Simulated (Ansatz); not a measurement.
Consider the redistribution: `[F][Sn][Cl]` + `B[SiH2]F` → `[F][Sn][F]` + `B[SiH2]Cl`.

Gas-phase electronic energies from Ansatz, PBE0-D4/def2-TZVP geometries. CCSD(T)/CBS is the MP2 limit (def2-TZVPP, def2-QZVPP) plus CCSD(T) − MP2 in def2-TZVPP, frozen cores. Functionals use def2-TZVPP. Elements past krypton have def2 core potentials. For Sn outer-core shells are correlated without core-valence functions, which leaves a few kJ/mol of doubt a bond.

| species | RPA@PBE/def2-TZVPP energy (Eh) |
| --- | --- |
| `[F][Sn][Cl]` | -773.49330 |
| `B[SiH2]F` | -416.25476 |
| `[F][Sn][F]` | -413.51192 |
| `B[SiH2]Cl` | -776.21437 |

Q: Work out ΔE.

A: ΔE = (-413.51192) + (-776.21437) − (-773.49330) − (-416.25476) = 0.02177 Eh = +57.2 kJ/mol. CCSD(T)/CBS gives +56.4 kJ/mol.

Largest T1 diagnostic among the species: 0.017.

From r2SCAN to r2SCAN0 (25 % exact exchange), in def2-TZVPP and without D4, ΔE moves by +4.0 kJ/mol. At CCSD(T), def2-SVP lies −3.6 kJ/mol from the extrapolated value and def2-TZVPP +2.0 kJ/mol.
